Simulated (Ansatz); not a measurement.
Isomers of Ge3Cl (doublet), relaxed with r2SCAN-D4/def2-SVP; total energies from Ansatz at PBE-QIDH/def2-TZVP.

```csv
isomer,description,energy (Eh)
A,point group Cs; 3 × Ge–Ge 2.41 to 2.68 Å; 2 × Cl–Ge 2.47 to 2.48 Å,-6689.23252
B,point group Cs; 3 × Ge–Ge 2.28 to 2.54 Å; 1 × Cl–Ge 2.16 Å,-6689.23034
```

Correlated methods freeze 32 core orbitals; core or outer-core shells of Ge are correlated, in sets that lack core-valence functions.

The isomers come from a short search, and lower ones may exist.

Question: Work out the relative energies (1 Eh = 2625.5 kJ/mol) and the Boltzmann populations at 298 K from electronic energies alone (R = 8.314 J/mol/K).

Answer: ΔE: A 0.0, B 5.7 kJ/mol. RT = 2.48 kJ/mol. Factors exp(−ΔE/RT): A 1, B 0.1; sum 1.100. Populations: A 90.9 %, B 9.1 %. Zero-point energy, vibrational entropy and symmetry numbers are left out and can shift these; an error of 4 kJ/mol changes a ratio by a factor of 5.0. Over the other density-functional and correlated levels in def2 sets, the gap between A and B ranges from 6 to 27 kJ/mol.
